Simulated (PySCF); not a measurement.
Species: InH2(NH2).
Z-matrix (Å and degrees, PBE0-D3(BJ)/def2-SVP geometry), rows numbered from 1:
```
In
H   1  1.7208
H   1  1.7210  2  129.56
N   1  2.0174  2  115.33  3  -179.76
H   4  1.0130  1  124.63  2  -179.31
H   4  1.0134  1  124.34  2    -0.94
```

Computed, not measured: PBE0-D3(BJ)/def2-SVP geometry optimisation, gas phase, def2 core potentials past Kr in PySCF 2.14.0.

Take the most abundant isotopes and a rigid rotor. 

**Question.** What are A, B and C (cm⁻¹)?

**Answer.** Ia = 6.29, Ib = 63.91, Ic = 70.20 u·Å²; 505379 MHz·u·Å²/I gives 80331, 7908 and 7199 MHz, that is A = 2.67955, B = 0.26377, C = 0.24014 cm⁻¹.

**Question.** Classify the top.

**Answer.** A near-prolate asymmetric top: κ = (2 × 7908 − 80331 − 7199)/(80331 − 7199) = -0.98.

**Question.** Is it planar, by Δ = Ic − Ia − Ib?

**Answer.** Planar: Δ = Ic − Ia − Ib = 0.00 u·Å². For a rigid frame Δ = −2 Σ m c², so it vanishes when all atoms lie in the ab plane; here none is more than 0.01 Å from it.

**Question.** Give the coordinates in the principal-axis frame, origin at the centre of mass.

**Answer.** The sense of each axis is arbitrary; atoms in the order of the calculation.
```tsv
atom	mass (u)	a (Å)	b (Å)	c (Å)
In1	114.904	-0.241	0.000	0.000
H2	1.008	-0.977	1.555	0.002
H3	1.008	-0.971	-1.558	0.002
N4	14.003	1.777	0.000	0.002
H5	1.008	2.353	-0.833	-0.009
H6	1.008	2.348	0.837	-0.010
```

**Question.** List the rotational levels J(Ka,Kc) to J = 3 (cm⁻¹).

**Answer.** Above 0(0,0):
J = 1: 1(0,1) 0.5039, 1(1,1) 2.9197, 1(1,0) 2.9433
J = 2: 2(0,2) 1.5116, 2(1,2) 3.9039, 2(1,1) 3.9748, 2(2,1) 11.2221, 2(2,0) 11.2223
J = 3: 3(0,3) 3.0226, 3(1,3) 5.3800, 3(1,2) 5.5218, 3(2,2) 12.7338, 3(2,1) 12.7347, 3(3,1) 24.8719, 3(3,0) 24.8719
Those of J = 1 are B + C, A + C and A + B.

**Question.** Which types of transition are allowed, and where do some lines up to J = 2 fall?

**Answer.** The dipole components are |μa| = 0.73 D, |μb| = 0.01 D, |μc| = 0.04 D. Intensities carry the squares of the components, which stand as 1.00 : 0.00 : 0.00 (a : b : c). Some lines, for components of 0.1 D or more:

```
type  branch         J(Ka,Kc)    MHz  lower level (cm⁻¹)
   a       Q  1(1,0) ← 1(1,1)    709               2.920
   a       Q  2(1,1) ← 2(1,2)   2126               3.904
   a       R  1(0,1) ← 0(0,0)  15107               0.000
   a       R  2(1,2) ← 1(1,1)  29505               2.920
   a       R  2(0,2) ← 1(0,1)  30208               0.504
   a       R  2(1,1) ← 1(1,0)  30922               2.943
```

**Question.** Estimate the classical rotational partition function at 25 K and 200 K.

**Answer.** Point group C2v, symmetry number σ = 2; q = (√π/σ)·√((kT/h)³/(ABC)), k/h = 20836.6 MHz/K: 156 at 25 K, 3530 at 200 K.

PBE0-D3(BJ)/def2-SVP frequencies: not computed here. Zero-point vibration and centrifugal distortion are left out. Quadrupole hyperfine structure (14N) is left out.
